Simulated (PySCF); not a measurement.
# Correlation energy of Si⁺ (silicon, charge +1)

[Ne] 3s2 3p1, 2P determinant. Calculation: PySCF 2.14, in aug-cc-pVDZ-DK (5s4p2d, 27 functions); scalar relativity by spin-free X2C-1e. Frozen: [Ne]; 3 electrons correlated.

MP2 pair energies summed by pair of shells (mhartree):

```tsv
pair	energy	share (%)
3s-3s	-20.37	58.1
3s-3p	-14.68	41.9
```

Total MP2 correlation energy: -35.05 mhartree.

Same-spin part -2.26 and opposite-spin part -32.79 mhartree; SCS-MP2 scales them by 1/3 and 6/5 to -40.11 mhartree.

```tsv
level	correlation energy (mhartree)
CCSD	-53.44
(T)	-0.68
CCSD(T)	-54.12
```

Diagnostics: T1 = 0.013, D1 = 0.0299, largest double amplitude 0.107.

Cost of the coupled-cluster step: 0.29 s of wall time on 1 thread of AMD EPYC 7R43 64-Core Processor (shared host), for 3 correlated electrons.
